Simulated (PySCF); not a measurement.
# UHF on As³⁺ (arsenic, charge +3)

Configuration: [Ar] 3d10 4s2, closed-shell 1S. All numbers are calculated (PySCF 2.14, the non-relativistic Hamiltonian (point nucleus), in def2-TZVPPD (7s5p5d1f, 54 functions)).

| Quantity | Value |
| --- | --- |
| Total energy | -2232.179179 hartree |
| One-electron energy | -3073.9504 hartree |
| Hartree (Coulomb) energy | 922.3742 hartree |
| Exchange energy | -80.6029 hartree |
| Kinetic energy | 2231.96280 hartree |
| ⟨S²⟩ | 0.0000 |
| ⟨L²⟩ | 0.000 |
| Sum of ⟨r⟩ | 16.76 bohr |
| Sum of ⟨r²⟩ | 16.74 bohr² |
| Density at the nucleus (Gaussians lack the cusp) | 24100 bohr⁻³ |
| Langevin diamagnetic susceptibility | -13.3 ×10⁻⁶ cm³/mol |

| shell | electrons | mean orbital energy (hartree) | rms radius, mean of both spins (bohr) |
| --- | --- | --- | --- |
| 1s | 2 | -433.88903 | 0.0537 |
| 2s | 2 | -57.59587 | 0.224 |
| 2p | 6 | -51.43941 | 0.198 |
| 3s | 2 | -9.30342 | 0.649 |
| 3p | 6 | -7.14846 | 0.671 |
| 3d | 10 | -3.38219 | 0.739 |
| 4s | 2 | -1.74110 | 1.92 |
